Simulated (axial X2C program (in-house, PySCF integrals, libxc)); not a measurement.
## TiH along the bond: HF, 2c

All values were computed with an in-house all-electron X2C program for linear molecules (integrals from PySCF). Two-component (2c) means X2C with spin–orbit coupling and atomic mean-field two-electron Coulomb and Gaunt terms. Basis: Ti dyall-cv3z [10s10p6d4f2g], H dyall-v3z [6s2p1d] (cores contracted in-house); Gaussian nuclei, density fitting, unrestricted open shells. Masses: Ti 47.948 u, H 1.008 u.

State: Ω = 3/2 (⟨Sz⟩ = -1.50, ⟨Lz⟩ = 3.00 at HF). Dipoles are positive if H is the positive end.

| R (Å) | μ (D) | HOMO (eV) | LUMO (eV) |
| --- | --- | --- | --- |
| 1.526 | -1.158 | -6.16 | 0.38 |
| 1.596 | -1.302 | -6.22 | 0.36 |
| 1.649 | -1.423 | -6.27 | 0.35 |
| 1.701 | -1.555 | -6.31 | 0.34 |
| 1.754 | -1.695 | -6.36 | 0.33 |
| 1.815 | -1.869 | -6.41 | 0.32 |
| 1.877 | -2.052 | -6.47 | 0.30 |
| 1.956 | -2.299 | -6.54 | 0.28 |
| 2.052 | -2.617 | -6.62 | 0.23 |
| 2.192 | -3.103 | -6.74 | 0.14 |

The minimum lies at 1.856 Å. What is the dipole moment there, and its slope?

At HF, 2c, with the sign and origin stated: μ = -1.99 D, dμ/dR = -3.00 D/Å.

The state is a single determinant with fixed occupations, the lowest that a limited PBE0 search found. PBE0 can misorder states that lie within some tenths of an eV, so this need not be the ground state of the molecule. The nearest other 2c determinant of the search, Ω = 9/2, lies 0.04 eV up at the distance of the search. With several unpaired electrons one determinant need not be a pure state.
